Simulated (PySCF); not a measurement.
CBr: one state, many levels of theory

State: ²Π (doublet), unpaired electrons π ↑. Set-up: basis C 6-31G(d,p), Br 6-31G(d,p); no relativity; PySCF 2.14. De refers to C + Br in their high-spin ground configurations, without counterpoise correction. The functionals are run spin-unrestricted. A positive dipole means C(−)Br(+).

```
      Level  Re (Å)  ωe (cm⁻¹)  De (eV)  μ (D)
        UHF   1.852        708     1.54   0.68
    UHF-MP2   1.832        730     3.02    n/a
UHF-SCS-MP2   1.841        714     2.89    n/a
   UHF-CCSD   1.847        708     2.86    n/a
UHF-CCSD(T)   1.852        699     3.03    n/a
        PBE   1.856        699     4.05   1.31
       TPSS   1.862        687     3.82   1.18
     r²SCAN   1.848        709     3.69   1.24
       PBE0   1.836        729     3.64   1.24
      HSE06   1.838        724     3.62   1.23
  BHandHLYP   1.839        721     3.05   1.04
     B2PLYP   1.848        706     3.34   0.96
```

Q: Which functional lies closest to UHF-CCSD(T) in De, which farthest, and by how much do they differ from it?

A: Closest is BHandHLYP (-1.3 pm in Re, +3.1 % in ωe, +0.02 eV in De against UHF-CCSD(T) in the same basis), farthest PBE (+0.4 pm in Re, +0.0 % in ωe, +1.02 eV in De). CCSD(T) converges more slowly with the basis than the functionals do and binds too weakly in this one, so the order can change at the basis-set limit.

Q: What does a quarter of exact exchange do here, going from PBE to PBE0?

A: PBE0 less PBE: -2.0 pm in Re, +4.3 % in ωe, -0.41 eV in De. Exact exchange removes part of the self-interaction that spreads semilocal densities, and in most molecules shortens and stiffens the bond and lowers De; so it does here.

Q: What does the step from GGA to meta-GGA do here, going from PBE to r²SCAN?

A: r²SCAN less PBE: -0.8 pm in Re, +1.4 % in ωe, -0.36 eV in De. 

Correlated steps freeze 10 core orbitals. Correlated levels converge slowly with the basis: in double zeta they bind strong bonds too weakly, by up to about 1 eV, and carry superposition errors of some tenths. Spin–orbit coupling is left out. B2PLYP dipoles, levels and charges come from its SCF part alone. The state was picked by a PBE0 search and need not be the measured ground state.
